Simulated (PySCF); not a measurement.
SMILES [SiH2](C)C#N (C₂H₅NSi), PBE/def2-SVP optimised geometry.

```
9

C      1.24    -0.92     0.00
Si    -0.64    -0.92     0.00
C     -1.26     0.85     0.00
N     -1.63     1.96     0.00
H      1.63    -0.41     0.90
H      1.62    -1.96     0.00
H      1.63    -0.40    -0.90
H     -1.21    -1.57     1.23
H     -1.21    -1.57    -1.23
```

Density from PBE/def2-TZVP in PySCF at that geometry.

Minimum of the electron density along straight lines between bonded atoms, close to the bond critical point (lines longer than 1.1 times the sum of covalent radii, or with two minima, are not listed):

```json
[
 {"bond": "C1–Si2", "length / Å": "1.881", "ρ at the minimum / e bohr⁻³": "0.120", "∇²ρ there / e bohr⁻⁵": "…", "position (fraction from the first atom)": "0.61"},
 {"bond": "Si2–C3", "length / Å": "1.870", "ρ at the minimum / e bohr⁻³": "0.108", "∇²ρ there / e bohr⁻⁵": "0.25", "position (fraction from the first atom)": "0.39"},
 {"bond": "C3–N4", "length / Å": "1.174", "ρ at the minimum / e bohr⁻³": "…", "∇²ρ there / e bohr⁻⁵": "…", "position (fraction from the first atom)": "0.35"},
 {"bond": "C1–H5", "length / Å": "1.108", "ρ at the minimum / e bohr⁻³": "0.262", "∇²ρ there / e bohr⁻⁵": "-0.83", "position (fraction from the first atom)": "0.64"},
 {"bond": "C1–H6", "length / Å": "1.109", "ρ at the minimum / e bohr⁻³": "0.261", "∇²ρ there / e bohr⁻⁵": "-0.83", "position (fraction from the first atom)": "0.64"},
 {"bond": "C1–H7", "length / Å": "1.108", "ρ at the minimum / e bohr⁻³": "0.262", "∇²ρ there / e bohr⁻⁵": "-0.83", "position (fraction from the first atom)": "0.64"},
 {"bond": "Si2–H8", "length / Å": "1.501", "ρ at the minimum / e bohr⁻³": "0.119", "∇²ρ there / e bohr⁻⁵": "0.11", "position (fraction from the first atom)": "0.49"},
 {"bond": "Si2–H9", "length / Å": "1.501", "ρ at the minimum / e bohr⁻³": "0.119", "∇²ρ there / e bohr⁻⁵": "0.11", "position (fraction from the first atom)": "0.49"}
]
```

Q: What belongs in the gaps?

A: 
- C1–Si2, ∇²ρ there / e bohr⁻⁵: 0.14
- C3–N4, ρ at the minimum / e bohr⁻³: 0.476
- C3–N4, ∇²ρ there / e bohr⁻⁵: -0.42
